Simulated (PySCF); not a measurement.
PySCF 2.14 output of a UHF calculation on a single atom or ion in aug-cc-pVDZ-DK, with scalar relativity by spin-free X2C-1e:

```
SCF conv_tol = 1e-09
number electrons alpha = 19  beta = 15
cycle= 1 E= -2427.63385983879  delta_E= -0.000272  |g|= 0.00443  |ddm|= 0.0192
cycle= 2 E= -2427.63387865982  delta_E= -1.88e-05  |g|= 0.0013  |ddm|= 0.00482
cycle= 3 E= -2427.63388050367  delta_E= -1.84e-06  |g|= 0.000122  |ddm|= 0.00207
cycle= 4 E= -2427.63388051888  delta_E= -1.52e-08  |g|= 1.36e-05  |ddm|= 0.000341
cycle= 5 E= -2427.63388051914  delta_E= -2.64e-10  |g|= 2.06e-06  |ddm|= 8.41e-05
converged SCF energy = -2427.63388051914  <S^2> = 6.0011122  2S+1 = 5.0004449
```

The run itself started from symmetry-adapted Hartree-Fock orbitals and held the occupation by maximum overlap, so the iterations belong to that start.

Problem. Which element, charge and spin multiplicity is this?

Solution. Se (selenium, neutral), multiplicity 5; the state was [Ar] 3d10 4s2 4p3 4d1, high-spin 5D determinant (an excited configuration).

The outer electron is Rydberg-like, and this basis confines it to a smaller radius and binds it less than a complete one would. At UHF the highest occupied level has a positive energy, so only the finite basis holds that electron; for this excited configuration the basis is too tight for the outer shell.
